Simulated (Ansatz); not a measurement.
The same path of BrH + Cl2F2Ge (7 atoms, charge 0, multiplicity 1) was run twice with different band settings. Lost on the way: Ge1–F2, Br6–H7. Made: Ge1–Br6, F2–H7.

Method: RKS PBE-D4/def2-SVP in Ansatz 0.2.0.

Relaxed end points:

```xyz
7
Properties=species:S:1:pos:R:3
Ge 0.206 0.000 -0.190
F 0.103 0.000 1.556
F 1.905 0.000 -0.526
Cl -0.667 1.783 -0.942
Cl -0.667 -1.783 -0.942
Br -3.255 0.000 1.714
H -1.881 0.000 2.151
```

```xyz
7
Properties=species:S:1:pos:R:3
Ge -0.632 -0.007 -0.592
F 0.060 0.035 3.131
F 0.847 -0.017 0.312
Cl -0.676 1.767 -1.785
Cl -0.682 -1.764 -1.809
Br -2.410 -0.015 0.881
H -0.762 0.003 2.681
```

Common settings: movable images 5; climbing image yes; optimiser quadratic models (default); start path through a guess of the saddle point; force threshold 0.03 eV/Å; iteration limit 60; end points relaxed.

| run | spring |
| --- | --- |
| 1 | 5.0 eV/Å² |
| 2 | 0.5 eV/Å² |

**Question.** What does each run give, and how far can it be trusted?

**Answer.** Run 1: converged after 11 iterations, highest image 0.676 eV above the first end. A vibrational analysis at the climbing image gives one clearly imaginary mode, 305i cm⁻¹: a first-order saddle point.
Run 2: converged after 15 iterations, highest image 0.676 eV above the first end. Another band between the same ends (5 images) ends at a top of the same energy, where a vibrational analysis finds 1 clearly imaginary mode.
The orbitals stay closed-shell, which can raise the energy where a bond breaks towards radicals; this wasn't checked here.
